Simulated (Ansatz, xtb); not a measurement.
# Two isomers of C4H6BBrF2

Structure a: `C/C(=C\CBr)B(F)F`, a singlet. Structure b: `C=C(Br)CCB(F)F`, a singlet. Both are isolated molecules in the gas phase, relaxed with PBE0-D3(BJ)/def2-SVP; each stands in its lowest conformer found.

Task: Which of the two would you expect CCSD(T)/def2-SVP + ΔMP2/def2-TZVPP electronic energies to favour?

Result: Structure a; the calculation gives E(b) − E(a) = +1.76 kcal/mol.

Level by level:

```
                             level              geometry  E(b) − E(a) (kcal/mol)  departure from the last row (kcal/mol)  job, with rough time for the two
              PBE0-D3(BJ)/def2-SVP  PBE0-D3(BJ)/def2-SVP                     +1.92                                   +0.16             optimisation, 9.4 min
                       HF/def2-SVP  PBE0-D3(BJ)/def2-SVP                     +5.13                                   +3.37           part of the CCSD(T) run
                      MP2/def2-SVP  PBE0-D3(BJ)/def2-SVP                     +1.00                                   −0.76           part of the CCSD(T) run
                  CCSD(T)/def2-SVP  PBE0-D3(BJ)/def2-SVP                     +1.43                                   −0.33                      single point
CCSD(T)/def2-SVP + ΔMP2/def2-TZVPP  PBE0-D3(BJ)/def2-SVP                     +1.76                                                     single point, 9.7 min
```

As drawn, both hold the same kinds of bond in the same numbers. Structure a has 1 methyl group, b 0.

None of the levels shown reverses the order. The largest departure from CCSD(T)/def2-SVP + ΔMP2/def2-TZVPP is that of HF/def2-SVP, 3.37 kcal/mol. Levels run at GFN2-xTB geometries aren't shown. The last row adds to CCSD(T) the change of the MP2 difference between the two basis sets, here +0.33 kcal/mol.

With thermal terms from frequencies at re-optimised GFN2-xTB minima (ideal gas, soft modes damped towards free rotors, one conformer each, 298.15 K, 1 atm): on the last row, ΔE + ΔZPE = +1.62, ΔH = +1.36, ΔG = +2.37 kcal/mol.

The correlated steps freeze 16 core orbitals; the filled d shell of Br is correlated, in a basis made for valence electrons. Codes used: Ansatz 0.2.0, xtb 6.7.1; the last row on 2 threads of Arm Neoverse N1 on a shared host.
